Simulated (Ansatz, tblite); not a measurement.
Cost and result up the ladder for FeBr₃ (4 atoms). The state is a sextet with charge 0. Geometry: r2SCAN-D4/def2-SVP.

```xyz
4

Fe   -0.001   -0.007   -0.002
Br   -1.653   -0.192    1.561
Br   -0.495    0.739   -2.101
Br    2.149   -0.540    0.542
```

Ansatz on 4 threads of Arm Neoverse N1 on a shared host; xTB runs through tblite on one thread. Times are rough, summed over both states, and most runs start from the orbitals of an earlier one. No level here is sound enough to serve as a yardstick. The other state is a quartet at its own geometry.

The 6-31G sets use Cartesian d functions. The xTB rows come from tblite. B3LYP takes the VWN-RPA correlation.

Run but left out: HF/6-31G, HF/def2-SVP, HF/def2-TZVP, PBE0-D4/def2-TZVP, PBE-QIDH/def2-TZVP, MP2/def2-SVP, MP2/def2-TZVP, CCSD/def2-SVP, CCSD(T)/def2-SVP (quartet: ⟨S²⟩ 4.07 to 4.75, where a pure state has 3.75).

xTB has no spin-polarisation term.

```json
{"level": "GFN2-xTB", "functions": "36", "wall time": "0.019 s"}
{"level": "GFN1-xTB", "functions": "36", "wall time": "0.022 s"}
{"level": "B3LYP-D4/6-31G", "functions": "116", "wall time": "23 s"}
{"level": "revPBE-D4/def2-TZVP", "functions": "189", "wall time": "23 s"}
{"level": "PBE-D4/def2-TZVP", "functions": "189", "wall time": "25 s"}
{"level": "r2SCAN-D4/def2-TZVP", "functions": "189", "wall time": "77 s"}
```

(1) Estimate what each level gives for the quartet − sextet (eV).

Results:

(1) 
```json
{"level": "GFN2-xTB", "quartet − sextet (eV)": "-0.86", "remarks": "–"}
{"level": "GFN1-xTB", "quartet − sextet (eV)": "-0.84", "remarks": "–"}
{"level": "B3LYP-D4/6-31G", "quartet − sextet (eV)": "0.72", "remarks": "spin-contaminated (⟨S²⟩ 4.00) (quartet)"}
{"level": "revPBE-D4/def2-TZVP", "quartet − sextet (eV)": "0.56", "remarks": "spin-contaminated (⟨S²⟩ 3.93) (quartet)"}
{"level": "PBE-D4/def2-TZVP", "quartet − sextet (eV)": "0.52", "remarks": "spin-contaminated (⟨S²⟩ 3.93) (quartet)"}
{"level": "r2SCAN-D4/def2-TZVP", "quartet − sextet (eV)": "0.77", "remarks": "spin-contaminated (⟨S²⟩ 3.97) (quartet)"}
```
